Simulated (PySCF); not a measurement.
# Electronic absorption of C4H8F2Si

Compound: C4H8F2Si.
InChI=1S/C4H8F2Si/c5-3-1-2-7-4(3)6/h3-4H,1-2,7H2/t3-,4-/m1/s1

Theory: TDDFT CAM-B3LYP/def2-SVPD, vertical, gas phase, core orbitals frozen in the response (PySCF 2.14.0, density-fitted response routines). Isolated species at its PBE0-D3(BJ)/def2-SVP geometry (one conformer only).

Q: What does the calculation give for the low-lying excited states?

A: 

```json
{"state": "S1", "λ (nm)": "165.9", "E (eV)": "7.47", "f": "0.014", "main configurations (H = HOMO, L = LUMO)": "H→L+2 (42%), H→L+1 (36%)"}
{"state": "S2", "λ (nm)": "155.9", "E (eV)": "7.95", "f": "0.011", "main configurations (H = HOMO, L = LUMO)": "H→L (74%)"}
{"state": "S3", "λ (nm)": "153.4", "E (eV)": "8.08", "f": "0.053", "main configurations (H = HOMO, L = LUMO)": "H→L+1 (47%), H→L+2 (30%)"}
{"state": "S4", "λ (nm)": "149.0", "E (eV)": "8.32", "f": "0.047", "main configurations (H = HOMO, L = LUMO)": "H-1→L+1 (44%), H-1→L (25%), H→L+3 (11%)"}
{"state": "S5", "λ (nm)": "145.5", "E (eV)": "8.52", "f": "0.030", "main configurations (H = HOMO, L = LUMO)": "H-1→L (42%), H-1→L+2 (28%)"}
{"state": "S6", "λ (nm)": "144.2", "E (eV)": "8.60", "f": "0.027", "main configurations (H = HOMO, L = LUMO)": "H-1→L+2 (40%), H-1→L+3 (12%), H-1→L (11%)"}
{"state": "S7", "λ (nm)": "143.4", "E (eV)": "8.64", "f": "0.0064", "main configurations (H = HOMO, L = LUMO)": "H-3→L+1 (30%), H-2→L+1 (16%), H-3→L (16%)"}
{"state": "S8", "λ (nm)": "142.4", "E (eV)": "8.71", "f": "0.0008", "main configurations (H = HOMO, L = LUMO)": "H-3→L+2 (24%), H-2→L+2 (20%), H-2→L+1 (18%)"}
{"state": "S9", "λ (nm)": "139.9", "E (eV)": "8.86", "f": "0.134", "main configurations (H = HOMO, L = LUMO)": "H→L+4 (32%), H→L+3 (26%), H-1→L+1 (13%)"}
{"state": "S10", "λ (nm)": "138.1", "E (eV)": "8.98", "f": "0.0089", "main configurations (H = HOMO, L = LUMO)": "H→L+4 (38%), H→L+3 (32%)"}
```

Triplets (Tamm–Dancoff): T1 6.95 eV, H→L+2 (38%), H→L+1 (33%); T2 7.36 eV, H→L+1 (33%), H→L+2 (30%), H→L (15%); T3 7.72 eV, H→L (52%), H→L+1 (18%); T4 7.86 eV, H-1→L+1 (51%), H-1→L (18%).

The lowest singlet lies at 7.47 eV (166 nm, vacuum ultraviolet) and is weak; its leading configuration is HOMO→LUMO+2 (42%). The strongest level in the table is S9 at 8.86 eV (140 nm, f = 0.134). Löwdin shares by element: HOMO carbon 40% or more, silicon 19%, fluorine 17% or more (atoms not listed hold the other 24%); LUMO silicon 24%, carbon 20% or more, hydrogen 9% or more (atoms not listed hold the other 48%). Orbital energies (eV): HOMO-3 -10.98, HOMO-2 -10.86, HOMO-1 -10.35, HOMO -9.68, LUMO 1.17, LUMO+1 1.32, LUMO+2 1.66. Weighted by f, the mean energy of these states is 8.52 eV. The listed states span 1.51 eV, and the widest gap between neighbours is 0.48 eV (S1 to S2). The vertical ionisation energy (ΔSCF) is 10.48 eV, 1.50 eV above S10. Only the lowest 10 singlets were computed, as vertical energies without vibronic structure.

The run took 8.0 min on one thread of an Arm Neoverse N1, shared host with 64 logical CPUs at a one-minute load of 62, and the process peaked at 1.0 GiB of memory.

Without π bonds the low states are Rydberg-like; a valence basis with one diffuse set may place them up to an eV too high.
